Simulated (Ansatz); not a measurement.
## Molecular dynamics, step by step

GeH₃Br, singlet, BHLYP-D4/def2-SVPD (Ansatz 0.2.0). Settings (timestep in fs, temperature in K, friction in 1/fs; T counts 15 degrees of freedom, while the starting velocities carry no drift of the centre of mass, so T starts below the set value):

```yaml
hamiltonian: {xc: {name: BHLYP}, dispersion: d4}
md: {n_steps: 60, timestep: 0.75, temperature: 700, ensemble: nvt_langevin, seed: 294, friction: 0.01, initial_velocities: maxwell_boltzmann}
```

Start, the saddle point found with PBE0-D4 in triple zeta (not stationary at another level):

```
5
angstrom
Ge -0.8783 0.4884 -0.0026
Br 1.4359 -1.2388 -0.4744
H 0.1617 -1.1317 -1.1757
H -0.8095 0.1471 1.5412
H 0.0901 1.7351 0.1115
```

```json
{"step": "0", "time (fs)": "0.00", "potential energy less the start (meV)": "0.0", "kinetic energy (meV)": "361.9", "T (K)": "560"}
{"step": "4", "time (fs)": "3.00", "potential energy less the start (meV)": "42.5", "kinetic energy (meV)": "282.5", "T (K)": "437"}
{"step": "8", "time (fs)": "6.00", "potential energy less the start (meV)": "64.4", "kinetic energy (meV)": "332.1", "T (K)": "514"}
{"step": "12", "time (fs)": "9.00", "potential energy less the start (meV)": "95.2", "kinetic energy (meV)": "298.8", "T (K)": "462"}
{"step": "16", "time (fs)": "12.00", "potential energy less the start (meV)": "137.7", "kinetic energy (meV)": "310.3", "T (K)": "480"}
{"step": "20", "time (fs)": "15.00", "potential energy less the start (meV)": "124.4", "kinetic energy (meV)": "402.7", "T (K)": "623"}
{"step": "24", "time (fs)": "18.00", "potential energy less the start (meV)": "105.0", "kinetic energy (meV)": "520.9", "T (K)": "806"}
{"step": "28", "time (fs)": "21.00", "potential energy less the start (meV)": "94.1", "kinetic energy (meV)": "559.7", "T (K)": "866"}
{"step": "32", "time (fs)": "24.00", "potential energy less the start (meV)": "116.1", "kinetic energy (meV)": "488.6", "T (K)": "756"}
{"step": "36", "time (fs)": "27.00", "potential energy less the start (meV)": "157.0", "kinetic energy (meV)": "598.4", "T (K)": "926"}
{"step": "40", "time (fs)": "30.00", "potential energy less the start (meV)": "119.6", "kinetic energy (meV)": "550.6", "T (K)": "852"}
{"step": "44", "time (fs)": "33.00", "potential energy less the start (meV)": "84.5", "kinetic energy (meV)": "565.0", "T (K)": "874"}
{"step": "48", "time (fs)": "36.00", "potential energy less the start (meV)": "115.8", "kinetic energy (meV)": "574.4", "T (K)": "889"}
{"step": "52", "time (fs)": "39.00", "potential energy less the start (meV)": "24.3", "kinetic energy (meV)": "601.8", "T (K)": "931"}
{"step": "56", "time (fs)": "42.00", "potential energy less the start (meV)": "44.7", "kinetic energy (meV)": "559.4", "T (K)": "866"}
{"step": "60", "time (fs)": "45.00", "potential energy less the start (meV)": "21.9", "kinetic energy (meV)": "552.3", "T (K)": "855"}
```

Step 16, positions (Å) and forces (eV/Å):

```tsv
atom	x	y	z	Fx	Fy	Fz
Ge1	-0.915	0.475	0.032	-0.443	-0.233	0.071
Br2	1.469	-1.230	-0.518	-0.211	0.042	-0.181
H3	0.051	-0.960	-0.999	0.370	-0.068	0.192
H4	-0.856	0.110	1.596	0.183	0.506	-0.534
H5	-0.292	1.919	-0.127	0.102	-0.247	0.451
```

Step 24, positions (Å) and forces (eV/Å):

| atom | x | y | z | Fx | Fy | Fz |
| --- | --- | --- | --- | --- | --- | --- |
| Ge1 | -0.941 | 0.470 | 0.060 | -0.406 | 0.316 | -0.904 |
| Br2 | 1.489 | -1.230 | -0.544 | -0.031 | 0.092 | -0.119 |
| H3 | 0.084 | -0.836 | -0.966 | 0.201 | -0.206 | 0.069 |
| H4 | -0.772 | 0.226 | 1.549 | 0.138 | 0.021 | 0.762 |
| H5 | -0.435 | 1.961 | -0.061 | 0.097 | -0.223 | 0.193 |

Step 36, positions (Å) and forces (eV/Å):

| atom | x | y | z | Fx | Fy | Fz |
| --- | --- | --- | --- | --- | --- | --- |
| Ge1 | -0.996 | 0.455 | 0.101 | 0.089 | 0.517 | 1.519 |
| Br2 | 1.530 | -1.237 | -0.585 | 0.290 | 0.030 | -0.029 |
| H3 | 0.215 | -0.715 | -0.963 | 0.023 | -0.372 | -0.239 |
| H4 | -0.589 | 0.363 | 1.708 | -0.423 | -0.162 | -1.040 |
| H5 | -0.437 | 1.931 | 0.058 | 0.021 | -0.014 | -0.211 |

Last step (60):

```csv
atom,x (Å),y (Å),z (Å)
Ge1,-1.1003,0.4060,0.1515
Br2,1.6368,-1.2239,-0.6600
H3,0.6262,-0.7910,-1.5571
H4,-0.6699,0.3448,1.7658
H5,-0.2158,1.6978,-0.2105
```

Hardware: 2 CPU threads of an Intel Xeon 6975P-C, shared host. Wall time about 92 s.
